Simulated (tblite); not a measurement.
C₄H₁₁ClSi₂.
SMILES with atom numbers: `[CH3:1][Si:2]1([CH2:3][Cl:4])[CH2:5][SiH2:6][CH2:7]1` (hydrogens: H8, H9, H10 on C1; H11, H12 on C3; H13, H14 on C5; H15, H16 on Si6; H17, H18 on C7)

Computed with GFN2-xTB (tblite), gas phase: L-BFGS steps from a force-field or distance-geometry start until the largest atomic force falls under 0.01 eV/Å.

Step 49: E = -602.0894 eV
```
atom  x, y, z in Å  |  force x, y, z in eV/Å
C1     -1.0494    1.9850   -0.5373   -0.007   0.027  -0.006
Si2    -0.3762    0.2659   -0.0846   -0.060  -0.009  -0.084
C3     -1.9024   -0.8869    0.0990   -0.032  -0.042   0.002
Cl4    -1.4363   -2.4245    0.8724    0.019   0.016  -0.027
C5      0.9736   -0.5128   -1.2087   -0.031   0.001  -0.017
Si6     2.1149   -0.8373    0.3006    0.024  -0.018   0.039
C7      0.8385    0.1029    1.3861    0.005   0.005   0.028
H8     -1.6602    1.9484   -1.4350    0.029  -0.003   0.022
H9     -1.6652    2.3870    0.2625    0.031   0.003  -0.025
H10    -0.2386    2.6831   -0.7163   -0.017  -0.008   0.011
H11    -2.6824   -0.4539    0.7218    0.028  -0.006  -0.012
H12    -2.3393   -1.1516   -0.8622    0.010   0.029   0.028
H13     0.6722   -1.3976   -1.7610   -0.005  -0.019   0.012
H14     1.4013    0.1732   -1.9348   -0.023   0.015   0.005
H15     3.4326   -0.2081    0.1957    0.009   0.025   0.013
H16     2.2528   -2.2410    0.6759    0.009  -0.045  -0.024
H17     0.4557   -0.4688    2.2248    0.008  -0.017   0.041
H18     1.1997    1.0433    1.7892    0.003   0.047  -0.007
```

Step 50: E = -602.0902 eV
```
atom  x, y, z in Å  |  force x, y, z in eV/Å
C1     -1.0484    1.9849   -0.5385   -0.002   0.017  -0.002
Si2    -0.3771    0.2647   -0.0888   -0.050  -0.007  -0.053
C3     -1.9035   -0.8862    0.1001   -0.031  -0.046   0.008
Cl4    -1.4318   -2.4258    0.8656    0.017   0.011  -0.025
C5      0.9739   -0.5125   -1.2112   -0.004  -0.018   0.006
Si6     2.1142   -0.8384    0.3018    0.023  -0.004   0.029
C7      0.8363    0.1042    1.3851   -0.001  -0.003   0.016
H8     -1.6592    1.9499   -1.4363    0.031   0.007   0.023
H9     -1.6633    2.3852    0.2629    0.029   0.008  -0.030
H10    -0.2355    2.6813   -0.7151   -0.026  -0.004   0.005
H11    -2.6788   -0.4549    0.7293    0.024   0.002   0.002
H12    -2.3491   -1.1478   -0.8572    0.013   0.024   0.005
H13     0.6761   -1.3997   -1.7618   -0.010  -0.007   0.007
H14     1.4002    0.1748   -1.9374   -0.021  -0.003   0.018
H15     3.4324   -0.2081    0.1985   -0.001   0.021   0.012
H16     2.2580   -2.2431    0.6785   -0.005  -0.010  -0.035
H17     0.4532   -0.4685    2.2234    0.007  -0.011   0.034
H18     1.1938    1.0462    1.7894    0.007   0.024  -0.019
```

Step 51: E = -602.0907 eV
```
atom  x, y, z in Å  |  force x, y, z in eV/Å
C1     -1.0495    1.9840   -0.5436    0.004   0.000  -0.002
Si2    -0.3765    0.2652   -0.0907   -0.025  -0.008  -0.007
C3     -1.9046   -0.8820    0.1038   -0.053  -0.049  -0.002
Cl4    -1.4276   -2.4323    0.8465    0.002   0.035  -0.037
C5      0.9750   -0.5127   -1.2109    0.017  -0.028   0.025
Si6     2.1162   -0.8389    0.3042    0.010   0.010   0.015
C7      0.8360    0.1027    1.3871   -0.013  -0.003   0.008
H8     -1.6588    1.9437   -1.4419    0.028   0.016   0.018
H9     -1.6661    2.3844    0.2558    0.020   0.012  -0.022
H10    -0.2382    2.6816   -0.7204   -0.019   0.002   0.000
H11    -2.6705   -0.4527    0.7475    0.044  -0.022  -0.012
H12    -2.3640   -1.1299   -0.8518    0.027   0.020   0.038
H13     0.6782   -1.4016   -1.7596   -0.011   0.000   0.004
H14     1.4006    0.1747   -1.9381   -0.020  -0.015   0.024
H15     3.4332   -0.2049    0.1997   -0.010   0.015   0.013
H16     2.2654   -2.2442    0.6813   -0.011   0.013  -0.042
H17     0.4513   -0.4751    2.2223    0.012   0.010   0.014
H18     1.1913    1.0442    1.7971   -0.001  -0.007  -0.035
```

Problem. Estimate the geometry and energy of step 52. (The exact step hangs on the optimiser's Hessian estimate; all steps are aligned on step 51, rigid shifts and turns removed.)

Solution. E = -602.0910 eV, largest force 0.051 eV/Å
```
atom  x, y, z in Å  |  force x, y, z in eV/Å
C1     -1.0491    1.9843   -0.5435    0.013  -0.013   0.003
Si2    -0.3782    0.2646   -0.0929    0.006  -0.014   0.046
C3     -1.9056   -0.8832    0.1036    0.002  -0.013   0.004
Cl4    -1.4264   -2.4308    0.8445    0.012  -0.006  -0.018
C5      0.9745   -0.5128   -1.2106    0.025  -0.033   0.030
Si6     2.1163   -0.8397    0.3057   -0.006   0.020  -0.001
C7      0.8354    0.1032    1.3872   -0.024  -0.005  -0.009
H8     -1.6575    1.9444   -1.4412    0.006   0.019  -0.010
H9     -1.6649    2.3850    0.2553    0.005   0.017  -0.003
H10    -0.2379    2.6811   -0.7199    0.001   0.013  -0.004
H11    -2.6696   -0.4542    0.7468    0.005   0.000   0.025
H12    -2.3646   -1.1295   -0.8501   -0.004   0.000  -0.025
H13     0.6780   -1.4021   -1.7588   -0.009  -0.003   0.000
H14     1.3978    0.1753   -1.9384   -0.011  -0.020   0.027
H15     3.4332   -0.2049    0.2017   -0.011   0.014   0.012
H16     2.2674   -2.2463    0.6794   -0.016   0.025  -0.042
H17     0.4521   -0.4741    2.2237    0.009   0.016   0.006
H18     1.1901    1.0460    1.7959   -0.004  -0.019  -0.040
```

The energy changes by -0.0004 eV. The first-order estimate −F·Δx gives -0.0007 eV and the mean of the old and new forces, exact on a quadratic surface, -0.0004 eV. The step makes an angle of 56° with the force vector and moves no atom by more than 0.003 Å.

The cost below is that of the whole relaxation. On an Arm Neoverse V1 with one thread (shared host), this took 0.78 s.
